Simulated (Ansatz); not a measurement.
Ansatz (a program for electronic structure) input file for CH5F2NOSi, SMILES F[Si@@](O)(N)CF, B3LYP-D3(BJ)/def2-SVP. 

Ansatz 0.2 input:
```yaml
crystal:
  periodic: [false, false, false]
  atoms:
    - {symbol: N, position_ang: [1.50105316, -0.69330555, 0.74934750]}
    - {symbol: Si, position_ang: [0.23161357, 0.29483206, 0.18528877]}
    - {symbol: O, position_ang: [0.66151918, 1.26487304, -1.03531431]}
    - {symbol: F, position_ang: [-0.20368646, 1.25328206, 1.41274296]}
    - {symbol: C, position_ang: [-1.29825332, -0.78457348, -0.17586762]}
    - {symbol: F, position_ang: [-1.09399828, -1.60896252, -1.26782618]}
    - {symbol: H, position_ang: [2.32640034, -0.25749912, 1.12751333]}
    - {symbol: H, position_ang: [1.74414671, -1.51977344, 0.22886740]}
    - {symbol: H, position_ang: [0.08272607, 1.92261581, -1.41328897]}
    - {symbol: H, position_ang: [-1.54209337, -1.44174099, 0.66050266]}
    - {symbol: H, position_ang: [-2.18461297, -0.18853170, -0.40960029]}
basis:
  gaussian:
    orbitals: def2-SVP
hamiltonian:
  xc: b3lyp
  dispersion: d3bj
relax: {f_tol: 0.002, max_steps: 200}
```

Output:

```
[...]
these checks for a lower state are left out or cut short: starts, cluster_reference, orbital_swaps, neighbouring_geometries, increment
integrals: 0.07 GiB planned
1179 factors; integrals over basis functions are off by at most 5.7e-4 eV
mean field: 0.52 GiB planned
mean field -17960.69051847 eV, -660.0432023606 hartree, gradient 7.7e-6 eV, S^2 0.000000; 0 other end points of the search recorded, 0 dependent functions left out
the calculation of the forces begins
reference -17960.69074516 eV, -660.0432106911 hartree; 29, 29 occupied and 84, 84 virtual orbitals, 1179 factors
relax step   9: F+E_penalty+E_count = -17961.06274285 eV  Δ(F+E_penalty+E_count) = -2.163e-3 eV  max|allowed force component| = 4.822e-1 eV/Å  Δτ_max = 0.0431 Å  (29 SCF iters, accepted)
these checks for a lower state are left out or cut short: starts, cluster_reference, orbital_swaps, neighbouring_geometries, increment
integrals: 0.07 GiB planned
1179 factors; integrals over basis functions are off by at most 5.7e-4 eV
mean field: 0.52 GiB planned
mean field -17960.68393795 eV, -660.0429605307 hartree, gradient 8.0e-6 eV, S^2 0.000000; 0 other end points of the search recorded, 0 dependent functions left out
the calculation of the forces begins
reference -17960.68416542 eV, -660.0429688901 hartree; 29, 29 occupied and 84, 84 virtual orbitals, 1179 factors
relax step  10: F+E_penalty+E_count = -17961.05548386 eV  Δ(F+E_penalty+E_count) = +7.259e-3 eV  max|allowed force component| = 2.738e-1 eV/Å  Δτ_max = 0.0884 Å  (27 SCF iters, rejected (line search))
these checks for a lower state are left out or cut short: starts, cluster_reference, orbital_swaps, neighbouring_geometries, increment
integrals: 0.07 GiB planned
1179 factors; integrals over basis functions are off by at most 5.3e-4 eV
mean field: 0.52 GiB planned
mean field -17960.69570039 eV, -660.0433927925 hartree, gradient 7.3e-6 eV, S^2 0.000000; 0 other end points of the search recorded, 0 dependent functions left out
the calculation of the forces begins
reference -17960.69592640 eV, -660.0434010982 hartree; 29, 29 occupied and 84, 84 virtual orbitals, 1179 factors
relax step  11: F+E_penalty+E_count = -17961.06789893 eV  Δ(F+E_penalty+E_count) = -5.156e-3 eV  max|allowed force component| = 8.725e-2 eV/Å  Δτ_max = 0.0425 Å  (28 SCF iters, accepted)
these checks for a lower state are left out or cut short: starts, cluster_reference, orbital_swaps, neighbouring_geometries, increment
integrals: 0.07 GiB planned
1179 factors; integrals over basis functions are off by at most 5.4e-4 eV
mean field: 0.52 GiB planned
mean field -17960.69496359 eV, -660.0433657157 hartree, gradient 6.8e-6 eV, S^2 0.000000; 0 other end points of the search recorded, 0 dependent functions left out
the calculation of the forces begins
reference -17960.69518945 eV, -660.0433740158 hartree; 29, 29 occupied and 84, 84 virtual orbitals, 1179 factors
relax step  12: F+E_penalty+E_count = -17961.06710663 eV  Δ(F+E_penalty+E_count) = +7.923e-4 eV  max|allowed force component| = 2.362e-1 eV/Å  Δτ_max = 0.0096 Å  (29 SCF iters, rejected (line search))
these checks for a lower state are left out or cut short: starts, cluster_reference, orbital_swaps, neighbouring_geometries, increment
integrals: 0.07 GiB planned
1179 factors; integrals over basis functions are off by at most 5.4e-4 eV
mean field: 0.52 GiB planned
mean field evaluation 96: about -17960.6960 eV, gradient 3.1e-4 eV
mean field -17960.69601078 eV, -660.0434041992 hartree, gradient 8.7e-6 eV, S^2 0.000000; 0 other end points of the search recorded, 0 dependent functions left out
the calculation of the forces begins
reference -17960.69623669 eV, -660.0434125010 hartree; 29, 29 occupied and 84, 84 virtual orbitals, 1179 factors
relax step  13: F+E_penalty+E_count = -17961.06824782 eV  Δ(F+E_penalty+E_count) = -3.489e-4 eV  max|allowed force component| = 1.503e-2 eV/Å  Δτ_max = 0.0047 Å  (23 SCF iters, accepted)
these checks for a lower state are left out or cut short: starts, cluster_reference, orbital_swaps, neighbouring_geometries, increment
integrals: 0.07 GiB planned
1179 factors; integrals over basis functions are off by at most 5.4e-4 eV
mean field: 0.52 GiB planned
mean field -17960.69599489 eV, -660.0434036153 hartree, gradient 8.7e-6 eV, S^2 0.000000; 0 other end points of the search recorded, 0 dependent functions left out
the calculation of the forces begins
reference -17960.69622076 eV, -660.0434119159 hartree; 29, 29 occupied and 84, 84 virtual orbitals, 1179 factors
relax step  14: F+E_penalty+E_count = -17961.06828729 eV  Δ(F+E_penalty+E_count) = -3.946e-5 eV  max|allowed force component| = 3.530e-2 eV/Å  Δτ_max = 0.0110 Å  (23 SCF iters, accepted)
these checks for a lower state are left out or cut short: starts, cluster_reference, orbital_swaps, neighbouring_geometries, increment
integrals: 0.07 GiB planned
1179 factors; integrals over basis functions are off by at most 5.4e-4 eV
mean field: 0.52 GiB planned
mean field -17960.69606646 eV, -660.0434062452 hartree, gradient 2.4e-5 eV, S^2 0.000000; 0 other end points of the search recorded, 0 dependent functions left out
the calculation of the forces begins
reference -17960.69629232 eV, -660.0434145455 hartree; 29, 29 occupied and 84, 84 virtual orbitals, 1179 factors
relax step  15: F+E_penalty+E_count = -17961.06835114 eV  Δ(F+E_penalty+E_count) = -6.385e-5 eV  max|allowed force component| = 7.032e-3 eV/Å  Δτ_max = 0.0042 Å  (22 SCF iters, accepted)
these checks for a lower state are left out or cut short: starts, cluster_reference, orbital_swaps, neighbouring_geometries, increment
integrals: 0.07 GiB planned
1179 factors; integrals over basis functions are off by at most 5.4e-4 eV
mean field: 0.52 GiB planned
mean field -17960.69614102 eV, -660.0434089855 hartree, gradient 6.9e-6 eV, S^2 0.000000; 0 other end points of the search recorded, 0 dependent functions left out
the calculation of the forces begins
reference -17960.69636694 eV, -660.0434172877 hartree; 29, 29 occupied and 84, 84 virtual orbitals, 1179 factors
relax step  16: F+E_penalty+E_count = -17961.06841682 eV  Δ(F+E_penalty+E_count) = -6.568e-5 eV  max|allowed force component| = 8.759e-3 eV/Å  Δτ_max = 0.0146 Å  (29 SCF iters, accepted)
these checks for a lower state are left out or cut short: starts, cluster_reference, orbital_swaps, neighbouring_geometries, increment
integrals: 0.07 GiB planned
1179 factors; integrals over basis functions are off by at most 5.4e-4 eV
mean field: 0.52 GiB planned
mean field -17960.69613311 eV, -660.0434086948 hartree, gradient 7.3e-6 eV, S^2 0.000000; 0 other end points of the search recorded, 0 dependent functions left out
the calculation of the forces begins
reference -17960.69635901 eV, -660.0434169965 hartree; 29, 29 occupied and 84, 84 virtual orbitals, 1179 factors
relax step  17: F+E_penalty+E_count = -17961.06848339 eV  Δ(F+E_penalty+E_count) = -6.657e-5 eV  max|allowed force component| = 9.937e-3 eV/Å  Δτ_max = 0.0264 Å  (28 SCF iters, accepted)
these checks for a lower state are left out or cut short: starts, cluster_reference, orbital_swaps, neighbouring_geometries, increment
integrals: 0.07 GiB planned
1179 factors; integrals over basis functions are off by at most 5.3e-4 eV
mean field: 0.52 GiB planned
mean field evaluation 128: about -17960.6961 eV, gradient 9.6e-2 eV
mean field -17960.69616603 eV, -660.0434099043 hartree, gradient 6.7e-6 eV, S^2 0.000000; 0 other end points of the search recorded, 0 dependent functions left out
the calculation of the forces begins
reference -17960.69639193 eV, -660.0434182061 hartree; 29, 29 occupied and 84, 84 virtual orbitals, 1179 factors
relax step  18: F+E_penalty+E_count = -17961.06851150 eV  Δ(F+E_penalty+E_count) = -2.811e-5 eV  max|allowed force component| = 9.517e-3 eV/Å  Δτ_max = 0.0139 Å  (28 SCF iters, accepted)
these checks for a lower state are left out or cut short: starts, cluster_reference, orbital_swaps, neighbouring_geometries, increment
integrals: 0.07 GiB planned
1179 factors; integrals over basis functions are off by at most 5.3e-4 eV
mean field: 0.52 GiB planned
mean field -17960.69614689 eV, -660.0434092010 hartree, gradient 1.8e-5 eV, S^2 0.000000; 0 other end points of the search recorded, 0 dependent functions left out
the calculation of the forces begins
reference -17960.69637278 eV, -660.0434175023 hartree; 29, 29 occupied and 84, 84 virtual orbitals, 1179 factors
relax step  19: F+E_penalty+E_count = -17961.06852335 eV  Δ(F+E_penalty+E_count) = -1.184e-5 eV  max|allowed force component| = 5.313e-3 eV/Å  Δτ_max = 0.0048 Å  (22 SCF iters, accepted)
these checks for a lower state are left out or cut short: starts, cluster_reference, orbital_swaps, neighbouring_geometries, increment
integrals: 0.07 GiB planned
1179 factors; integrals over basis functions are off by at most 5.3e-4 eV
mean field: 0.52 GiB planned
mean field -17960.69614153 eV, -660.0434090041 hartree, gradient 4.9e-5 eV, S^2 0.000000; 0 other end points of the search recorded, 0 dependent functions left out
the calculation of the forces begins
reference -17960.69636742 eV, -660.0434173053 hartree; 29, 29 occupied and 84, 84 virtual orbitals, 1179 factors
relax step  20: F+E_penalty+E_count = -17961.06852598 eV  Δ(F+E_penalty+E_count) = -2.632e-6 eV  max|allowed force component| = 2.614e-3 eV/Å  Δτ_max = 0.0016 Å  (20 SCF iters, accepted)
these checks for a lower state are left out or cut short: starts, cluster_reference, orbital_swaps, neighbouring_geometries, increment
integrals: 0.07 GiB planned
1179 factors; integrals over basis functions are off by at most 5.3e-4 eV
mean field: 0.52 GiB planned
mean field -17960.69613949 eV, -660.0434089291 hartree, gradient 2.8e-5 eV, S^2 0.000000; 0 other end points of the search recorded, 0 dependent functions left out
the calculation of the forces begins
reference -17960.69636537 eV, -660.0434172302 hartree; 29, 29 occupied and 84, 84 virtual orbitals, 1179 factors
relax step  21: F+E_penalty+E_count = -17961.06852635 eV  Δ(F+E_penalty+E_count) = -3.701e-7 eV  max|allowed force component| = 1.076e-3 eV/Å  Δτ_max = 0.0003 Å  (18 SCF iters, accepted)
integrals: 0.07 GiB planned
1179 factors; integrals over basis functions are off by at most 5.3e-4 eV
mean field: 0.52 GiB planned
mean field evaluation 160: about -17960.6961 eV, gradient 1.0e-3 eV
mean field -17960.69613949 eV, -660.0434089291 hartree, gradient 2.8e-5 eV, S^2 0.000000; 1 other end points of the search recorded, 0 dependent functions left out
the calculation of the forces begins
reference -17960.69636537 eV, -660.0434172302 hartree; 29, 29 occupied and 84, 84 virtual orbitals, 1179 factors
Total energy: -17961.06875223 eV, -660.0571021948 hartree
Atom 0 at     1.515672    -0.659233     0.599334 Å, force     0.000560     0.000154     0.000407 eV/Å
Atom 1 at     0.191256     0.318999     0.191772 Å, force    -0.001076     0.000177     0.000211 eV/Å
Atom 2 at     0.610746     1.384919    -1.005532 Å, force     0.000298    -0.000037    -0.000385 eV/Å
Atom 3 at    -0.346426     1.257110     1.418349 Å, force     0.000168    -0.000067     0.000028 eV/Å
Atom 4 at    -1.254432    -0.834965    -0.194430 Å, force     0.000861     0.000814    -0.000317 eV/Å
Atom 5 at    -0.787108    -1.948822    -0.894676 Å, force    -0.000153    -0.000646     0.000112 eV/Å
Atom 6 at     2.474832    -0.333404     0.558615 Å, force     0.000042    -0.000201    -0.000029 eV/Å
Atom 7 at     1.437503    -1.661816     0.463746 Å, force    -0.000167    -0.000056    -0.000163 eV/Å
Atom 8 at     0.152340     2.233473    -1.016740 Å, force    -0.000124     0.000215     0.000008 eV/Å
Atom 9 at    -1.735736    -1.180616     0.738537 Å, force    -0.000066    -0.000855     0.000597 eV/Å
Atom 10 at    -2.033833    -0.334428    -0.796610 Å, force    -0.000343     0.000502    -0.000468 eV/Å
Dipole moment:    -0.004419     0.116187    -0.024084 e Å
```

The calculation finished and met its thresholds.

Cost: around 2.7 core-minutes (rough).
